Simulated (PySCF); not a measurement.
**Correlation energy of P (phosphorus, neutral)**

[Ne] 3s1 3p4, high-spin 4P determinant (an excited configuration). All numbers are calculated (PySCF 2.14, no relativity, point nucleus, in def2-TZVPPD (6s5p4d1f, 48 functions)). Frozen: [Ne]; 5 electrons correlated.

| level | correlation energy (mhartree) |
| --- | --- |
| CCSD | -115.02 |
| (T) | -9.91 |
| CCSD(T) | -124.93 |

Diagnostics: T1 = 0.029, D1 = 0.0833, largest double amplitude 0.228.

A double-excitation amplitude exceeds 0.15, a sign of near-degeneracy.

Cost of the coupled-cluster step: of the order of 1.6 core-seconds, for 5 correlated electrons.
